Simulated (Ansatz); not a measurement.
Consider the atomization: `[AlH2][CH2][InH2]` → Al• + C• + 6 H• + In•.

Calculated with Ansatz (gas phase, PBE0-D4/def2-TZVP geometries, no zero-point term in ΔE). CCSD(T)/CBS is the MP2 limit (def2-TZVPP, def2-QZVPP) plus CCSD(T) − MP2 in def2-TZVPP, frozen cores. This one scheme is used for every species, atoms too. DFT in def2-TZVPP. HSE06 is defined as in plane-wave codes. No spin–orbit coupling; open shells (•) take unrestricted orbitals. Spin–orbit coupling would lower the free atoms: a little for Al, C; strongly for In. Elements past krypton have def2 core potentials. For In outer-core shells are correlated without core-valence functions, so the limit isn't a true one: a few kJ/mol of doubt a bond, and 10 to 20 or more in all where bonds break to atoms.

```json
{"level": "HSE06", "ΔE (kJ/mol)": "2389.8"}
{"level": "LC-ωPBE", "ΔE (kJ/mol)": "2426.8"}
{"level": "SCS-MP2/def2-TZVPP", "ΔE (kJ/mol)": "2384.0"}
{"level": "HF/CBS(def2)", "ΔE (kJ/mol)": "1823.6"}
```

**Question.** What does CCSD(T)/CBS give? (An estimate is asked.)

**Answer.** Ansatz gave: +2443.3 kJ/mol. The listed levels differ from it by -53.5, -16.5, -59.3, -619.7 kJ/mol.

Largest T1 diagnostic among the species: 0.018.

From BLYP to BHLYP (50 % exact exchange), in def2-TZVPP and without D4, ΔE moves by +19.7 kJ/mol. The D4 term adds +25.8 kJ/mol with B3LYP and +13.5 kJ/mol with PBE0; it sums over pairs of atoms, weighted by their polarisabilities, and B3LYP, whose exchange is more repulsive, gets the larger term.

B3LYP here is the variant with VWN-RPA as its local correlation; programs differ in this.

For atomizations the MP2-based limit and the directly extrapolated one differ by several kJ/mol either way, and by 10 to 25 for some Ge, Se and Sn compounds, so smaller differences from it don't rank the levels.
